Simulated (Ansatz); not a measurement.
Ansatz (an electronic-structure program) input:

Ansatz 0.2 input:
```yaml
crystal:
  periodic: [false, false, false]
  atoms:
    - {symbol: Si, position_ang: [0.14752420, -0.00477802, -0.03679571]}
    - {symbol: C, position_ang: [1.80796775, 0.04281787, -0.62696282]}
    - {symbol: C, position_ang: [-0.98291446, -0.95561103, -1.24896905]}
    - {symbol: C, position_ang: [-0.88382318, 1.59774488, 0.30277397]}
    - {symbol: N, position_ang: [0.00374301, -0.78111865, 1.56487408]}
    - {symbol: H, position_ang: [2.01408955, -0.04005818, -1.69305407]}
    - {symbol: H, position_ang: [2.59668840, 0.55018362, -0.07144560]}
    - {symbol: H, position_ang: [-1.01727925, -0.46242962, -2.22597249]}
    - {symbol: H, position_ang: [-2.00633814, -1.02080122, -0.86572184]}
    - {symbol: H, position_ang: [-0.61053583, -1.97215152, -1.39779625]}
    - {symbol: H, position_ang: [-1.86249419, 1.39543036, 0.75972767]}
    - {symbol: H, position_ang: [-1.05688945, 2.13639213, -0.63395233]}
    - {symbol: H, position_ang: [-0.33219014, 2.27236462, 0.96667952]}
    - {symbol: H, position_ang: [-0.33123973, -0.20191734, 2.32374258]}
    - {symbol: H, position_ang: [0.86726836, -1.23200011, 1.83776174]}
basis:
  gaussian:
    orbitals: def2-TZVPD
hamiltonian:
  xc: {name: B3LYP}
total_charge: -1
output: {forces: true}
```

Problem. What final total energy does it print?

Solution. -464.72566 Eh (B3LYP/def2-TZVPD). The basis has 281 functions.

It need not be the lowest isomer of its formula. Whether it binds its extra electron was not tested at this geometry.
